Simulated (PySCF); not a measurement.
Vertical excitations of a molecule C3H10BN from TDDFT-PBE/def2-SVPD run with PySCF, as energy in eV (oscillator strength): 6.47 (0.006), 6.48 (0.016), 7.00 (0.000), 7.37 (0.002), 7.43 (0.043), 7.48 (0.009), 7.62 (0.015), 7.64 (0.000), 7.64 (0.009), 7.84 (0.186). Lowest triplet (TDA): 6.19 eV. The structure is a stationary point at r2SCAN-D4/def2-SVP. Other conformers were not sampled.

Q: Which molecule gave these data?
A) CCB(C)N
B) CNB(C)C
C) BNC(C)C
D) BN(C)CC

A: A, CCB(C)N
